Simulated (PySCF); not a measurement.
All of these have the formula C2H9FSSi2. Method used: TDDFT wB97X-D/def2-SVPD, vertical, gas phase, core orbitals frozen in the response in PySCF. Geometries: GFN2-xTB; one conformer of each isolated species. Triplets are in the Tamm–Dancoff approximation.

A. `C[SiH2][Si@@H](F)SC`
B. `CSC(F)([SiH3])[SiH3]`
C. `C[Si@@H](CF)S[SiH3]`
D. `F[C@H](C[SiH3])[SiH2]S`

Lowest singlet levels (six at most, fewer where fewer were computed) with oscillator strengths:

1. 6.19 eV (f 0.018); 6.43 eV (f 0.007); 6.79 eV (f 0.004); 7.17 eV (f 0.022); 7.47 eV (f 0.066); 7.62 eV (f 0.015); T1 5.84 eV
2. 5.58 eV (f 0.003); 6.24 eV (f 0.015); 6.37 eV (f 0.014); 6.66 eV (f 0.014); 7.24 eV (f 0.030); 7.35 eV (f 0.023); T1 5.19 eV
3. 6.29 eV (f 0.017); 6.36 eV (f 0.017); 7.23 eV (f 0.004); 7.40 eV (f 0.005); 7.87 eV (f 0.028); 7.90 eV (f 0.013); T1 5.92 eV
4. 5.40 eV (f 0.009); 5.90 eV (f 0.010); 6.35 eV (f 0.018); 6.68 eV (f 0.032); 7.08 eV (f 0.014); 7.14 eV (f 0.062); T1 5.02 eV

Question: Which spectrum belongs to which structure?

Answer: 1 = C, 2 = B, 3 = D, 4 = A.
- A: S1 at 5.40 eV, HOMO→LUMO (86%); Löwdin shares by element: HOMO sulfur 71%, carbon 10% or more, silicon 9% or more; LUMO silicon 49%, sulfur 17%, fluorine 6% (atoms not listed hold the other 28%); HOMO -8.79 and LUMO 1.05 eV.
- B: S1 at 5.58 eV, HOMO→LUMO (51%), HOMO→LUMO+1 (18%); Löwdin shares by element: HOMO sulfur 65%, carbon 19%, silicon 4% or more; LUMO silicon 36%, sulfur 16%, carbon 9% or more (atoms not listed hold the other 39%); HOMO -8.58 and LUMO 1.70 eV.
- C: S1 at 6.19 eV, HOMO→LUMO (91%); Löwdin shares by element: HOMO sulfur 68%, silicon 17%; LUMO silicon 32% or more, sulfur 26%, hydrogen 16% or more (atoms not listed hold the other 25%); HOMO -8.99 and LUMO 1.62 eV.
- D: S1 at 6.29 eV, HOMO→LUMO (60%), HOMO→LUMO+1 (23%); Löwdin shares by element: HOMO sulfur 75%, silicon 11% or more, hydrogen 6% or more; LUMO sulfur 39%, silicon 20% or more, hydrogen 15% or more (atoms not listed hold the other 25%); HOMO -9.43 and LUMO 1.43 eV.
C and D have S1 within 0.11 eV of each other; their strongest listed levels stand at 7.47 eV (f 0.066) and 7.87 eV (f 0.028).
